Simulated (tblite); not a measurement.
Isomers of C5H12N2Si. All values are computed: GFN2-xTB (tblite) harmonic vibrations without scaling, gas phase. This tight-binding method is rough: wavenumbers can miss measured ones by several per cent, in bad cases by 10 to 20. Modes of hydrogen on silicon can be 10 to 20 % off. One conformer each.

Electronic energies: GFN2-xTB at the same geometries; isomer energies are rough at this level and their order can be wrong.

```json
{"SMILES": "C/N=C/[C@@H]1CN[SiH2]C1", "electronic energy, lowest = 0 (kJ/mol)": "0.0"}
{"SMILES": "C=CCN([SiH3])/N=C/C", "electronic energy, lowest = 0 (kJ/mol)": "99.4"}
{"SMILES": "C[SiH](C)N1CCC=N1", "electronic energy, lowest = 0 (kJ/mol)": "26.8"}
```

How do GFN2-xTB zero-point energies change the relative energies?

```json
{"SMILES": "C/N=C/[C@@H]1CN[SiH2]C1", "ZPE (kJ/mol)": "426.6", "of it from modes above 1550 cm⁻¹": "216.1", "electronic (kJ/mol)": "0.0", "with ZPE, lowest = 0 (kJ/mol)": "0.0", "lowest mode (cm⁻¹)": "57", "rings": "1"}
{"SMILES": "C[SiH](C)N1CCC=N1", "ZPE (kJ/mol)": "428.4", "of it from modes above 1550 cm⁻¹": "221.7", "electronic (kJ/mol)": "26.8", "with ZPE, lowest = 0 (kJ/mol)": "28.6", "lowest mode (cm⁻¹)": "33", "rings": "1"}
{"SMILES": "C=CCN([SiH3])/N=C/C", "ZPE (kJ/mol)": "411.7", "of it from modes above 1550 cm⁻¹": "223.4", "electronic (kJ/mol)": "99.4", "with ZPE, lowest = 0 (kJ/mol)": "84.5", "lowest mode (cm⁻¹)": "29", "rings": "0"}
```

The zero-point energies span 16.7 kJ/mol, from `C=CCN([SiH3])/N=C/C` to `C[SiH](C)N1CCC=N1`. The order is unchanged.

What do entropy and thermal enthalpy add at 298.15 K and 1 bar (rigid rotor, harmonic oscillator, one conformer each)?

| SMILES | point group | symmetry number | S (J/(mol K)) | H − H(0) (kJ/mol) | ZPE + H − H(0) − TS (kJ/mol) |
| --- | --- | --- | --- | --- | --- |
| C/N=C/[C@@H]1CN[SiH2]C1 | C1 | 1 | 401.9 | 28.12 | 334.8 |
| C[SiH](C)N1CCC=N1 | C1 | 1 | 430.4 | 30.65 | 330.7 |
| C=CCN([SiH3])/N=C/C | C1 | 1 | 439.7 | 31.96 | 312.6 |
